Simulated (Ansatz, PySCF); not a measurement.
System: InCl2, net charge 0, doublet state. It need not be the lowest isomer of its formula. SMILES: [In]([Cl])[Cl]
Coordinates optimised at B3LYP-D3(BJ)/def2-TZVP (Ansatz, an electronic-structure program):
```
In
Cl 1 2.3859
Cl 1 2.3859 2 119.92
```
Charge 0, spin multiplicity 2.

Wanted: atomisation energy (electronic, to ground-state atoms), in kcal/mol. Cores are frozen in the correlated levels unless marked. UHF or UKS for open shells. Spin-orbit coupling is left out. Frozen are the shells of the preceding noble gas and the d and f shells that filled before the atom's block. In def2 rows, elements after Kr have scalar-relativistic effective core potentials. The coupled-cluster limit lacks core correlation, which all-electron functionals hold. CBS(X,Y): correlation extrapolated as X^-3; Hartree-Fock from the larger set. [CCSD(T)-MP2]/basis is that difference in the basis named.

```json
[
 {"level": "BLYP-D4/def2-TZVPD", "program": "Ansatz + dftd4", "atomisation energy (kcal/mol)": "[?]"},
 {"level": "revPBE-D3(BJ)/def2-TZVPD", "program": "Ansatz + dftd3", "atomisation energy (kcal/mol)": "148.8"},
 {"level": "TPSS-D3(BJ)/def2-TZVPD", "program": "PySCF + dftd3", "atomisation energy (kcal/mol)": "[?]"},
 {"level": "M06-L-D4/def2-TZVPD", "program": "PySCF + dftd4", "atomisation energy (kcal/mol)": "158.3"},
 {"level": "r2SCAN/def2-TZVPD", "program": "Ansatz", "atomisation energy (kcal/mol)": "155.6"},
 {"level": "B97M-V/def2-TZVPD", "program": "Ansatz", "atomisation energy (kcal/mol)": "156.7"},
 {"level": "HSE06-D3(BJ)/def2-TZVPD", "program": "Ansatz + dftd3", "atomisation energy (kcal/mol)": "[?]"},
 {"level": "wB97M-V/def2-TZVPD", "program": "Ansatz", "atomisation energy (kcal/mol)": "151.1"},
 {"level": "wB97X/def2-TZVPD", "program": "Ansatz", "atomisation energy (kcal/mol)": "[?]"},
 {"level": "B2GP-PLYP/def2-TZVPD", "program": "Ansatz", "atomisation energy (kcal/mol)": "148.1"},
 {"level": "PBE-QIDH/def2-TZVPD", "program": "Ansatz", "atomisation energy (kcal/mol)": "153.7"},
 {"level": "SCS-MP2/def2-SVPD", "program": "Ansatz", "atomisation energy (kcal/mol)": "142.3"},
 {"level": "CCSD/def2-SVP", "program": "Ansatz", "atomisation energy (kcal/mol)": "131.0"},
 {"level": "CCSD/def2-SVPD", "program": "Ansatz", "atomisation energy (kcal/mol)": "135.6"},
 {"level": "CCSD/def2-TZVPP", "program": "Ansatz", "atomisation energy (kcal/mol)": "142.0"},
 {"level": "RI-MP2/CBS(def2-TZVPPD,def2-QZVPPD)+[CCSD(T)-MP2]/def2-TZVPPD", "program": "Ansatz", "atomisation energy (kcal/mol)": "153.9"}
]
```

**Question.** Complete the blanks.

**Answer.** 
- BLYP-D4/def2-TZVPD, atomisation energy (kcal/mol): 146.1
- TPSS-D3(BJ)/def2-TZVPD, atomisation energy (kcal/mol): 155.1
- HSE06-D3(BJ)/def2-TZVPD, atomisation energy (kcal/mol): 152.3
- wB97X/def2-TZVPD, atomisation energy (kcal/mol): 149.3
